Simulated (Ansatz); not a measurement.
Cartesian coordinates in Å:
```
C 0.3833 -0.9634 1.0710
C 0.4636 0.4938 0.6662
S 0.8531 0.7162 -1.0950
B -0.6867 0.6160 -1.9491
Cl -2.2399 0.3856 -1.1700
H 0.1979 -1.0439 2.1455
H 1.3136 -1.4881 0.8457
H -0.4290 -1.4691 0.5471
H 1.2656 1.0085 1.1985
H -0.4685 1.0197 0.8736
H -0.6530 0.7247 -3.1335
```

The species carries charge 0 and has multiplicity 1.

List the CAM-B3LYP/def2-TZVPP orbital energies in eV (the Gaussian-basis code of Ansatz). (An estimate is asked.)

Ansatz gave: Occupied: -2764.54, -2420.03, -279.87, -278.88, -259.33, -218.08, -198.37, -198.26, -198.21, -187.19, -162.66, -162.54, -162.51, -25.28, -24.35, -21.74, -18.95, -15.64, -14.87, -14.01, -13.08, -12.64, -12.31, -11.66, -11.30, -10.42, -9.94, -9.02. Lowest empty: 0.07, 1.47, 2.37, 2.78, 3.04, 3.28, 3.45, 3.86.
